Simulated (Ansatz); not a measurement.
A structure relaxed at PBE-D4/def2-TZVP in Ansatz, charge 0, singlet:

| atom | x (Å) | y (Å) | z (Å) |
| --- | --- | --- | --- |
| Sn1 | 0.894 | 0.382 | 0.218 |
| C2 | -1.043 | -0.446 | -0.255 |
| H3 | -1.322 | -1.191 | 0.500 |
| H4 | -1.010 | -0.927 | -1.240 |
| H5 | -1.795 | 0.352 | -0.268 |
| H6 | 1.352 | 1.536 | -0.976 |
| H7 | 2.077 | -0.868 | 0.266 |
| H8 | 0.846 | 1.161 | 1.754 |

Q: Give its formula, name or SMILES and point group.

A: SnMeH3 (CH₆Sn). Point group C3v (tolerance 0.1 Å).

Q: Summarise the bond lengths by kind (pairs closer than 1.2 times the sum of covalent radii, bridged metal pairs left out).

A: 1 × C–Sn 2.16 Å; 3 × H–Sn 1.72 Å; 3 × C–H 1.10 Å.

In the def2 sets Sn takes a core potential; there is no spin–orbit coupling.
